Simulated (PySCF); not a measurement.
C₂H₃O (SMILES [CH-]1CO1), charge -1, singlet, at a GFN2-xTB geometry (in this run its highest filled SCF level lies above zero, so its values depend strongly on the basis, on diffuse functions most of all). Base run: M06L/cc-pVDZ in PySCF.

Geometry (Å):
```xyz
6

C      0.1276     0.8391    -0.4059
O      0.0131    -0.0045     0.8367
C      0.0127    -0.6325    -0.4052
H     -0.9355     1.2490    -0.5823
H     -0.9134    -1.1977    -0.6399
H      0.9030    -1.2548    -0.6049
```
Charge -1, spin multiplicity 1.
All else is at PySCF's defaults.
Base energy -153.10071 Eh.

Each row names what was changed in the base input (with any setting that the change needs).

| change | ΔE vs base (mEh) | grid points | electrons on the grid |
|---|---|---|---|
| base | 0.000 | 71744 | 24.00000 |
| grids.radi_method = delley | -0.014 | 76712 | 24.00000 |
| grids.atom_grid = (150, 974) | -0.003 | 483120 | 24.00000 |
| grids.radi_method = gauss_chebyshev | -0.001 | 69984 | 24.00000 |
| grids.level = 0 | -44.030 | 5120 | 24.00140 |
| grids.level = 7 | -0.003 | 410216 | 24.00000 |
| grids.atom_grid = (30, 110) | -4.767 | 14760 | 23.99966 |
| small_rho_cutoff = 0 | 0.000 | 71744 | 24.00000 |
| grids.prune = dft.gen_grid.treutler_prune | 0.051 | 61952 | 24.00001 |
| grids.level = 2 | 0.017 | 49744 | 24.00000 |
| grids.level = 5 | -0.003 | 199560 | 24.00000 |
